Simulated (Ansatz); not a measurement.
C$_{10}$H$_{14}$O$_{4}$ (`C=C(C)C(=O)OC1(C)CCOC(=O)C1`) at its PBE0-D4/def2-TZVP geometry, where that method's forces vanish. Charge 0, multiplicity 1.

```
atom   x (Å)   y (Å)   z (Å)
  C1   2.747   1.180  -2.440
  C2   2.005   0.313  -1.758
  C3   2.336  -1.136  -1.610
  C4   0.779   0.851  -1.099
  O5   0.454   2.010  -1.088
  O6   0.084  -0.141  -0.518
  C7  -1.110   0.130   0.259
  C8  -2.183   0.774  -0.597
  C9  -1.542  -1.261   0.753
 C10  -1.356  -1.418   2.248
 O11  -0.067  -0.981   2.666
 C12   0.278   0.277   2.324
 O13   1.323   0.731   2.687
 C14  -0.723   0.996   1.459
 H15   2.455   2.221  -2.501
 H16   3.656   0.868  -2.943
 H17   2.451  -1.404  -0.557
 H18   3.264  -1.370  -2.132
 H19   1.540  -1.767  -2.012
 H20  -1.886   1.766  -0.931
 H21  -3.105   0.855  -0.016
 H22  -2.387   0.150  -1.470
 H23  -0.947  -2.009   0.226
 H24  -2.591  -1.445   0.507
 H25  -1.423  -2.464   2.548
 H26  -2.122  -0.866   2.804
 H27  -1.626   1.196   2.045
 H28  -0.302   1.946   1.145
```

Q: For each bond, give half the difference of the two atoms' forces along it (eV/Å; positive pushes the atoms apart) under PBE-D4, r2SCAN-D4, B3LYP-D4, ωB97M-V in def2-TZVPP. (An estimate is asked.)

A: The calculation gave: 
```csv
bond,length (Å),PBE-D4,r2SCAN-D4,B3LYP-D4,ωB97M-V
C1–C2,1.330,0.42,0.22,0.04,-0.19
C1–H16,1.084,-0.02,-0.09,-0.09,-0.02
C2–C3,1.493,-0.14,0.00,0.16,0.23
C3–H18,1.090,0.09,-0.04,-0.07,-0.07
C3–H19,1.093,0.13,-0.02,-0.06,-0.10
C4–O6,1.344,0.29,0.22,0.13,0.11
O6–C7,1.451,0.24,0.25,0.15,0.09
C7–C9,1.539,0.00,0.03,0.05,0.02
C7–C14,1.529,0.00,0.03,0.09,0.02
C8–H20,1.088,0.10,-0.05,-0.09,-0.08
C8–H21,1.092,0.09,-0.02,-0.07,-0.06
C9–H24,1.093,0.08,-0.05,-0.13,-0.10
C12–C14,1.506,-0.35,-0.14,0.03,0.08
C14–H28,1.086,0.10,-0.07,-0.16,-0.11
```

B3LYP here is the variant with VWN-RPA as its local correlation; programs differ in this.

Results of the Gaussian-basis code of Ansatz.
